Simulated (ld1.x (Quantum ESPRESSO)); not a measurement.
## Reading a pseudo-wave (As (Z = 33))

Columns: radius, all-electron u(r) and pseudo u(r) of the 3d shell (level -40.65 eV) of arsenic in the configuration [Ar] 3d10 4s2 4p3; PBE, scalar-relativistic, PAW scheme, ld1.x (Quantum ESPRESSO) 7.5.

```csv
r (bohr),all-electron,pseudo
0.108,0.2226,0.0082
0.215,0.7021,0.0602
0.322,1.0476,0.1780
0.430,1.1914,0.3533
0.538,1.1871,0.5460
0.645,1.1038,0.7039
0.752,0.9871,0.7900
0.860,0.8611,0.7920
0.968,0.7398,0.7265
1.075,0.6303,0.6298
1.182,0.5333,0.5333
1.290,0.4485,0.4485
1.398,0.3760,0.3760
1.505,0.3151,0.3151
1.612,0.2635,0.2635
1.720,0.2198,0.2198
1.828,0.1831,0.1831
1.935,0.1526,0.1526
2.042,0.1271,0.1271
2.150,0.1056,0.1056
2.258,0.0877,0.0877
2.365,0.0729,0.0729
2.472,0.0606,0.0606
2.580,0.0503,0.0503
2.688,0.0417,0.0417
2.795,0.0346,0.0346
```

(1) How many radial nodes do the two functions have?

(2) At about which radius was the pseudo-wave matched?

(3) Is the pseudo-wave norm-conserving?

Results:

(1) The all-electron 3d function has n − l − 1 = 0; the pseudo-wave has 0.

(2) 1.20 bohr. The columns agree to 0.0005 from 1.07 bohr on; several derivatives are matched, so the curves merge somewhat inside the radius.

(3) No, it belongs to a PAW set: the norm inside the radius is not constrained, and the difference is carried by the augmentation charge.
